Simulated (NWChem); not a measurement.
Species: K cation

Results from NWChem. Pople sets run with spherical d functions. Medium grid unless said otherwise, to which SCAN and Minnesota functionals are sensitive. Total energies of different functionals are on different scales.

```json
[
 {"level": "B3LYP/6-31G*", "energy (Ha)": "-599.7240", "highest occupied level (eV)": "-26.75", "orbital gap (eV)": "20.95"},
 {"level": "PBE/6-31G*", "energy (Ha)": "-599.4909", "highest occupied level (eV)": "-25.13", "orbital gap (eV)": "…"},
 {"level": "TPSSh/6-31G*", "energy (Ha)": "-599.7281", "highest occupied level (eV)": "-26.11", "orbital gap (eV)": "20.54"},
 {"level": "LDA (Slater exchange, PW92)/6-31G*", "energy (Ha)": "-597.9680", "highest occupied level (eV)": "-25.14", "orbital gap (eV)": "19.39"},
 {"level": "BP86/6-31G*", "energy (Ha)": "-599.7607", "highest occupied level (eV)": "-25.21", "orbital gap (eV)": "19.46"},
 {"level": "KT2/6-31G*", "energy (Ha)": "-603.6441", "highest occupied level (eV)": "-25.55", "orbital gap (eV)": "19.93"},
 {"level": "LDA (Slater exchange, VWN5)/6-31G*", "energy (Ha)": "-597.9748", "highest occupied level (eV)": "-25.15", "orbital gap (eV)": "19.40"},
 {"level": "B97-D/6-31G*", "energy (Ha)": "-599.7846", "highest occupied level (eV)": "-25.47", "orbital gap (eV)": "19.67"},
 {"level": "M05-2X/6-31G*", "energy (Ha)": "-599.6976", "highest occupied level (eV)": "-29.00", "orbital gap (eV)": "24.51"},
 {"level": "MN15-L/6-31G*", "energy (Ha)": "-599.6730", "highest occupied level (eV)": "-25.88", "orbital gap (eV)": "20.31"}
]
```

**Question.** Fill in the missing entries.

**Answer.** 
- PBE/6-31G*, orbital gap (eV): 19.25
